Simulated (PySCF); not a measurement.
## Bonding in `c1ccc(C2CC2)cc1`

C9H10.
Atom-mapped SMILES: `[cH:1]1[cH:2][cH:3][c:4]([CH:5]2[CH2:6][CH2:7]2)[cH:8][cH:9]1` (hydrogens: H10 on C1; H11 on C2; H12 on C3; H13 on C5; H14, H15 on C6; H16, H17 on C7; H18 on C8; H19 on C9)

Structure used (GFN2-xTB), in Å, numbered top down from 1:
```xyz
19
C9H10 angstrom
C      2.7935   -0.0509   -0.2119
C      2.2066    1.0625   -0.7879
C      0.8329    1.2160   -0.7590
C      0.0180    0.2641   -0.1527
C     -1.4470    0.4640   -0.1392
C     -2.2810    0.0312    1.0389
C     -2.3935   -0.7025   -0.2552
C      0.6210   -0.8495    0.4251
C      1.9944   -1.0056    0.3934
H      3.8662   -0.1742   -0.2349
H      2.8207    1.8148   -1.2618
H      0.3826    2.0874   -1.2137
H     -1.7577    1.3786   -0.6310
H     -3.0963    0.6701    1.3431
H     -1.7769   -0.4490    1.8637
H     -1.9682   -1.6918   -0.3262
H     -3.2865   -0.5724   -0.8477
H      0.0170   -1.6051    0.9055
H      2.4445   -1.8786    0.8442
```

Bond orders from the PBE0/pcSseg-1 density (PySCF). One conformer (not necessarily the lowest) at the GFN2-xTB geometry, without solvent, vibrations or thermal averaging.

(1) Where do the orders between heavy atoms depart from those drawn in the SMILES?

(2) Give the Mayer order of every bond, beside its length.

Results:

(1) The largest departure is 0.111, at C4–C8 (drawn aromatic, 1.389), counting aromatic bonds as 1.5. The bonds drawn aromatic range from 1.39 to 1.46.

(2) 
| bond | drawn as | length (Å) | Mayer order |
| --- | --- | --- | --- |
| C1–C2 | aromatic | 1.384 | 1.435 |
| C2–C3 | aromatic | 1.383 | 1.445 |
| C3–C4 | aromatic | 1.392 | 1.400 |
| C4–C5 | single | 1.479 | 1.027 |
| C5–C6 | single | 1.507 | 0.936 |
| C6–C7 | single | 1.492 | 0.975 |
| C4–C8 | aromatic | 1.392 | 1.389 |
| C8–C9 | aromatic | 1.383 | 1.464 |
| C9–C1 | aromatic | 1.384 | 1.426 |
| C7–C5 | single | 1.507 | 0.936 |
| C1–H10 | single | 1.080 | 0.969 |
| C2–H11 | single | 1.081 | 0.962 |
| C3–H12 | single | 1.081 | 0.974 |
| C5–H13 | single | 1.084 | 0.953 |
| C6–H14 | single | 1.080 | 0.956 |
| C6–H15 | single | 1.079 | 0.950 |
| C7–H16 | single | 1.079 | 0.950 |
| C7–H17 | single | 1.080 | 0.956 |
| C8–H18 | single | 1.080 | 0.967 |
| C9–H19 | single | 1.081 | 0.962 |

Bonds between the same two heavy elements. C–C: lowest C5–C6 and C7–C5 (0.936, 1.507 Å), highest C8–C9 (1.464, 1.383 Å). Bonds named together lie within 0.004.

Sum the orders of all bonds at each heavy atom with more than one neighbour and set the sums beside the valence in the SMILES.

C1 3.830 (drawn 4), C2 3.842 (drawn 4), C3 3.819 (drawn 4), C4 3.816 (drawn 4), C5 3.852 (drawn 4), C6 3.817 (drawn 4), C7 3.817 (drawn 4), C8 3.820 (drawn 4), C9 3.852 (drawn 4). Orders between atoms that aren't bonded are not in these sums.

The Mayer order sums products of elements of PS (density times overlap matrix) between the two atoms' basis functions, so it depends on the basis set.
